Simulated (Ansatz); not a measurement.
```yaml
crystal:
  periodic: [false, false, false]
  atoms:
    - {symbol: C, position_ang: [-0.256191, 1.151106, -2.700055]}
    - {symbol: C, position_ang: [0.056881, 1.051951, -1.534064]}
    - {symbol: Al, position_ang: [0.526037, 0.850804, 0.301514]}
    - {symbol: Ge, position_ang: [-0.122680, -1.236593, 1.452716]}
    - {symbol: H, position_ang: [-0.529923, 1.242433, -3.727089]}
    - {symbol: H, position_ang: [1.291041, 2.037284, 1.016397]}
    - {symbol: H, position_ang: [-0.060858, -2.465474, 0.526717]}
    - {symbol: H, position_ang: [-1.274574, -1.091064, 2.266470]}
    - {symbol: H, position_ang: [-1.574574, -1.141064, 1.966470]}
basis:
  gaussian: {orbitals: 6-31G}
hamiltonian: {xc: {name: wPBEh}}
scf: {lower_state_search: light}
output: {forces: true}
```

```sh
$ ansatz run in.yaml --threads 2 --pin off --events-out ev --progress --plain --max-ram 4352MiB
```

Output, abridged:

```
Functional definition: wPBEh
802 factors; integrals over basis functions are off by at most 6.3e-4 eV
110 factors; integrals over basis functions are off by at most 3.5e-7 eV
mean field evaluation 1: about -65232.2764 eV, gradient 3.5e1 eV
mean field evaluation 2: about -65229.3255 eV, gradient 4.5e1 eV
mean field evaluation 4: about -65236.0140 eV, gradient 1.7e0 eV
mean field evaluation 8: about -65236.1734 eV, gradient 2.8e-1 eV
mean field evaluation 16: about -65236.1736 eV, gradient 1.8e-5 eV
mean field -65236.17364335 eV, -2397.3851627265 hartree, gradient 1.8e-5 eV, S^2 0.000000; 0 other end points of the search recorded, 0 dependent functions left out
reference -65236.17369038 eV, -2397.3851644547 hartree; 31, 31 occupied and 39, 39 virtual orbitals, 802 factors
Total energy: -65236.17369038 eV, -2397.3851644547 hartree
Atom 0 at    -0.256191     1.151106    -2.700055 Å, force    -0.403338     0.136128    -1.530462 eV/Å
Atom 1 at     0.056881     1.051951    -1.534064 Å, force     0.683756    -0.018015     1.069379 eV/Å
Atom 2 at     0.526037     0.850804     0.301514 Å, force    -1.012169    -0.111049    -0.015506 eV/Å
Atom 3 at    -0.122680    -1.236593     1.452716 Å, force     7.833118    -0.232553    -2.244293 eV/Å
Atom 4 at    -0.529923     1.242433    -3.727089 Å, force    -0.031275    -0.005863     0.020446 eV/Å
Atom 5 at     1.291041     2.037284     1.016397 Å, force     0.195091     0.107158     0.168139 eV/Å
Atom 6 at    -0.060858    -2.465474     0.526717 Å, force    -1.035791    -0.149309    -0.042097 eV/Å
Atom 7 at    -1.274574    -1.091064     2.266470 Å, force    25.635723     4.518644    31.496631 eV/Å
Atom 8 at    -1.574574    -1.141064     1.966470 Å, force   -31.865115    -4.245140   -28.922237 eV/Å
Dipole moment:    -0.428271     0.006077    -0.123794 e Å
```

In this input one atom was put on top of another. The calculation finished and met its thresholds. The result belongs to that input, not to the molecule as meant.
